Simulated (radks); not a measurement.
Values are calculated unless marked as measured or tabulated.
Neutral neon inside a hard spherical wall (all orbitals vanish at R), configuration held at [Ne] and not refilled when levels cross. Level of theory: non-relativistic Kohn-Sham, LDA (Slater exchange, Perdew-Wang correlation), spin-polarised, spherical densities, point nucleus (a radial shooting solver on a logarithmic mesh with Libxc functionals). Eigenvalues in eV for spin up, with the zero of energy where the potential of the charges vanishes at infinity; a dash marks a level that is unbound or too diffuse for the functional's potential to be trusted. A positive occupied level is held by the wall or, in an anion where self-interaction has pushed it up, behind a barrier. The pressure on the wall is -dE/dV.

| R (bohr) | E (hartree) | kinetic (hartree) | e(1s) | e(2s) | e(2p) | e(3s, empty) | e(3p, empty) | pressure (GPa) |
|---|---|---|---|---|---|---|---|---|
| free | -128.22992 | 127.737 | -824.66 | -35.990 | -13.547 | -0.066 | - | 0 |
| 15 | -128.22992 | 127.737 | -824.66 | -35.990 | -13.547 | 0.053 | 1.010 | < 0.0001 |
| 10 | -128.22992 | 127.737 | -824.66 | -35.990 | -13.547 | 0.416 | 2.080 | < 0.0001 |
| 8 | -128.22991 | 127.737 | -824.66 | -35.989 | -13.547 | 0.958 | 3.223 | 0.000311 |
| 7 | -128.22989 | 127.737 | -824.66 | -35.986 | -13.543 | 1.541 | 4.278 | 0.00308 |
| 6 | -128.22968 | 127.739 | -824.63 | -35.968 | -13.525 | 2.638 | 6.056 | 0.0318 |
| 5 | -128.22807 | 127.753 | -824.50 | -35.873 | -13.426 | 4.934 | 9.377 | 0.352 |
| 4 | -128.21544 | 127.842 | -823.81 | -35.387 | -12.903 | 10.511 | 16.499 | 4.43 |
| 3.5 | -128.18815 | 128.006 | -822.70 | -34.647 | -12.083 | 16.430 | 23.382 | 17.2 |
| 2.5 | -127.83218 | 129.700 | -814.00 | -29.056 | -5.717 | 49.221 | 57.173 | 356 |
| 1.5 | -122.85042 | 145.583 | -760.62 | 11.531 | 37.459 | 230.07 | 217.35 | 16200 |
